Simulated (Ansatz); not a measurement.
Pulling on the O4–H5 bond in H3OSb (SMILES [OH][SbH2]) (multiplicity 1 held, fragments rigid). Energies count from the point at 0.963 Å.
Geometry at that point (charge 0, multiplicity 1):
```tsv
atom	x (Å)	y (Å)	z (Å)
Sb	-0.1399	-0.1885	0.1728
H	-1.5793	-0.0012	-0.7491
H	0.3463	-1.5010	-0.8260
O	0.8768	1.1704	-0.8710
H	1.3545	1.7530	-0.2717
```

Signs of static correlation in def2-SVP, with CASSCF(4,3), from Ansatz (an electronic-structure program) runs.

| R (Å) | T1 of restricted CCSD | ⟨S²⟩ of UHF | largest double amplitude of restricted CCSD | weight of the CASSCF reference in MRCISD | CASSCF natural occupations |
|---|---|---|---|---|---|
| 0.770 | 0.014 | 0.000 | 0.062 | 0.908 | 2.00 1.99 0.01 |
| 0.866 | 0.015 | 0.000 | 0.062 | 0.907 | 2.00 1.99 0.01 |
| 0.963 | 0.015 | 0.000 | 0.062 | 0.906 | 2.00 1.98 0.02 |
| 1.059 | 0.016 | 0.000 | 0.061 | 0.905 | 2.00 1.97 0.03 |
| 1.155 | 0.017 | 0.000 | 0.061 | 0.905 | 2.00 1.96 0.04 |
| 1.300 | 0.018 | 0.000 | 0.064 | 0.904 | 2.00 1.93 0.07 |
| 1.444 | 0.020 | … | 0.071 | 0.904 | 2.00 1.88 0.12 |
| 1.685 | 0.024 | … | 0.182 | 0.904 | 2.00 1.76 0.24 |
| 1.926 | 0.028 | 0.910 | 0.239 | 0.904 | 2.00 1.59 0.41 |
| 2.214 | 0.032 | 0.975 | 0.284 | 0.903 | 2.00 1.40 0.60 |
| 2.599 | 0.037 | 1.002 | 0.511 | 0.903 | 2.00 1.22 0.78 |
| 3.081 | 0.048 | 1.010 | 0.680 | 0.903 | 2.00 1.10 0.90 |

Q: Some entries are withheld; supply them.

A: 
- 1.444, ⟨S²⟩ of UHF: 0.354
- 1.685, ⟨S²⟩ of UHF: 0.763

Doubts at one or more of the structures used: active orbitals that take no part (SC-NEVPT2 on CASSCF(4,3)/def2-SVP); a restricted determinant that unrestricted orbitals would lower (R-CCSD(T)/def2-SVP); other coupled-cluster roots lie near (R-CCSD(T)/def2-SVP); a spin-contaminated determinant (U-CCSD(T)/def2-SVP); T1 above 0.05 (U-CCSD(T)/def2-SVP).
